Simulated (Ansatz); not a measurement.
A structure relaxed at PBE-D4/def2-TZVP in Ansatz, charge 1, doublet:

Cartesian coordinates in Å:
```
Ru 0.325 -1.035 0.054
Ru -0.317 1.038 -0.045
H 1.174 1.463 -0.233
H 0.100 -1.000 1.599
H -1.168 -1.463 0.218
H -0.113 0.998 -1.593
```

(1) Give its formula and point group.

(2) Summarise the bond lengths by kind (pairs closer than 1.2 times the sum of covalent radii, bridged metal pairs left out).

Answers

(1) Ru₂H₄⁺ (the lowest doublet isomer of a short search). Point group C2h (tolerance 0.1 Å).

(2) 1 × Ru–Ru 2.17 Å; 4 × H–Ru 1.56 Å.

In the def2 sets Ru takes a core potential; there is no spin–orbit coupling. The charge 1 doublet is spin-contaminated (final ⟨S²⟩ up to 1.13, 0.75 for a pure state). At PBE-D4/def2-TZVP a quartet of charge 1 lies 0.09 eV below the doublet, each at its own geometry. The structure comes from a short search, and lower isomers may exist.
